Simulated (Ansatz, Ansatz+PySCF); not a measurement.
```xyz
24

C     2.7235   -0.0500    0.0000
C     2.3336    1.4050    0.0000
C     1.4050    2.3336    0.0000
C    -0.0500    2.7235    0.0000
C    -1.3184    2.3836    0.0000
C    -2.3836    1.3184    0.0000
C    -2.7235    0.0500    0.0000
C    -2.3336   -1.4050    0.0000
C    -1.4050   -2.3336    0.0000
C     0.0500   -2.7235    0.0000
C     1.3184   -2.3836    0.0000
C     2.3836   -1.3184    0.0000
H     3.8085   -0.0500    0.0000
H     3.2732    1.9475    0.0000
H     1.9475    3.2732    0.0000
H    -0.0500    3.8085    0.0000
H    -1.8609    3.3232    0.0000
H    -3.3232    1.8609    0.0000
H    -3.8085    0.0500    0.0000
H    -3.2732   -1.9475    0.0000
H    -1.9475   -3.2732    0.0000
H     0.0500   -3.8085    0.0000
H     1.8609   -3.3232    0.0000
H     3.3232   -1.8609    0.0000
```

Basis set: def2-SVP (spherical functions). Charge 0, multiplicity 1.

Computed with Ansatz (development build ahead of 0.2.0); each method stands on the lowest determinant of its kind that the runs found. Restricted functionals stand beside restricted open-shell atoms, which can lie above the unrestricted atoms usual in DFT and then raise those values.

The atomization energy at this shape (free ground-state atoms in the same class of orbitals less the molecule, no zero-point energy) of singlet C12H12:

```csv
method,atomization energy
ωB97X (unrestricted),111.28 eV
PBE0 (unrestricted),113.28 eV
UHF,82.40 eV
RHF,83.15 eV
```

Problem. What does PBE0 (restricted) give?

Solution. 113.81 eV. Caution for UHF: the unrestricted determinant is a mixture of spin states. Caution for RHF: an unrestricted determinant lies well below.

The shape needn't be a minimum at these levels.
